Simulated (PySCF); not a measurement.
Bi(Br)(Me)2 (C2H6BiBr), SMILES [CH3][Bi]([CH3])[Br]. The structure is a stationary point at B3LYP-D3(BJ)/def2-SVP. The def2 effective core potentials stand for the cores of Bi; spin–orbit coupling is left out.

Computed equilibrium geometry at B3LYP-D3(BJ)/def2-SVP (PySCF confirms it by a frequency run) as Cartesian coordinates in Å, and its point group:
point group Cs.
```xyz
10

Bi    -0.6191     0.3249     0.0000
Br     2.0116    -0.1067     0.0000
C     -1.0355    -1.2107     1.6476
H     -0.7418    -0.7912     2.6192
H     -2.1099    -1.4496     1.6469
H     -0.4439    -2.1094     1.4294
C     -1.0355    -1.2107    -1.6476
H     -0.7418    -0.7912    -2.6192
H     -0.4439    -2.1094    -1.4294
H     -2.1099    -1.4496    -1.6469
```
Charge 0, spin multiplicity 1.
